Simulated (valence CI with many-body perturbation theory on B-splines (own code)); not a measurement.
Values are calculated unless marked as measured or tabulated.
## Sensitivity of CI+MBPT for Sm21+

Level of theory: configuration interaction combined with many-body perturbation theory (CI+MBPT): five valence electrons over a frozen Dirac-Fock core [Kr], radial functions for each j: 6 s, 6 p, 5 d, 5 f, 1 g, with the one-electron correlation potential Σ1 (screened to all orders), the two-electron term Σ2, the three-electron term Σ3, Breit, model QED; selected single and double excitations, second order for the rest, scaled by the run's own slope (own B-spline code, finite nucleus).

No measured spectrum was set against this ion. As an estimate, terms of the open shell hold to 2 to 4 % of their energy, and close levels can change places. Among the levels kept, up to 410 cm⁻¹ of a level comes from second order outside the variational space, and about a tenth of that is noise between levels of different J, which matters for small intervals. Only levels of the ground parity were solved; by the run's estimate the other parity begins above the list, which can be wrong where configurations are misplaced.

The reference run has the lowest level (4d3/2^4 4d5/2) J=5/2 [a] and an ionisation energy of 658.700 eV. Its largest variational space holds 9983 state functions.

Levels are named by their leading jj configuration (3d3/2^4 stands for four electrons in 3d with j = 3/2), which in mixed levels can hold well under half, so a name can repeat and another be missing. Letters in brackets count levels of one name in rising energy.

Changed runs:
A. Breit term on → off; box radius (bohr) 6.7876 → 2.95
B. scale of Σ2 1 → 0; QED terms on → off
C. size limit of the variational space 10000 → 6000
D. closed core [Kr] → [Kr] 4d1 (bad on purpose)

Excitation energies of the reference run in cm⁻¹, and shifts in cm⁻¹:

```csv
Level,Reference,A,B,C
(4d3/2^4 4d5/2) J=5/2 [b],37997,+34,+2106,-17
(4d3/2^3 4d5/2^2) J=7/2 [a],61137,+582,+3346,-19
(4d3/2^3 4d5/2^2) J=3/2 [a],63642,+373,+1445,-18
(4d3/2^3 4d5/2^2) J=11/2,65828,+1017,+4529,-8.7
(4d3/2^3 4d5/2^2) J=9/2,71384,+938,+4038,-13
(4d3/2^3 4d5/2^2) J=5/2,72136,+853,+2581,-18
(4d3/2^3 4d5/2^2) J=1/2,77540,+672,+571,+33
(4d3/2^3 4d5/2^2) J=7/2 [b],88820,+849,+3775,-25
(4d3/2^2 4d5/2^3) J=5/2 [a],94766,+1106,+1610,-26
(4d3/2^2 4d5/2^3) J=7/2 [a],103351,+1416,+3426,-23
(4d3/2^2 4d5/2^3) J=11/2,106050,+1892,+5508,-9.1
(4d3/2^3 4d5/2^2) J=3/2 [b],108513,+979,+988,-30
Ionisation energy (eV),658.700,+0.036,-2.608,+0.006
```

Run D: It gave no result: the perturbation theory needs a core of closed shells. The program said: "the core must hold closed shells only".
